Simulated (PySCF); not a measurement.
Be(OH)(OSiH3), H4BeO2Si, SMILES [Be]([OH])[O][SiH3], singlet (B3LYP/def2-SVP optimised geometry):

```
8

Be    -1.593    -1.867     2.450
O     -2.091    -2.539     3.558
H     -2.431    -2.998     4.314
O     -1.087    -1.181     1.317
Si    -0.511    -0.382     0.000
H      0.983    -0.382     0.000
H     -0.982     1.035     0.000
H     -0.983    -1.035    -1.257
```

Computed with B3LYP/def2-TZVP run with PySCF.

Question: What are the frontier orbital energies and the dipole moment?

Answer: HOMO-2 -9.15 eV, HOMO-1 -8.34 eV, HOMO -8.34 eV, LUMO -0.66 eV, LUMO+1 0.72 eV; dipole moment 1.62 D.

On the same geometry PySCF with PBE/def2-TZVP gives HOMO-2 -7.77 eV, HOMO-1 -7.08 eV, HOMO -7.08 eV, LUMO -1.09 eV, LUMO+1 0.15 eV; dipole moment 1.68 D.

Meta-Löwdin charges at B3LYP/def2-TZVP: Be1 1.49, O2 -1.12, H3 0.37, O4 -1.14, Si5 0.78, H6 -0.13, H7 -0.13, H8 -0.13.
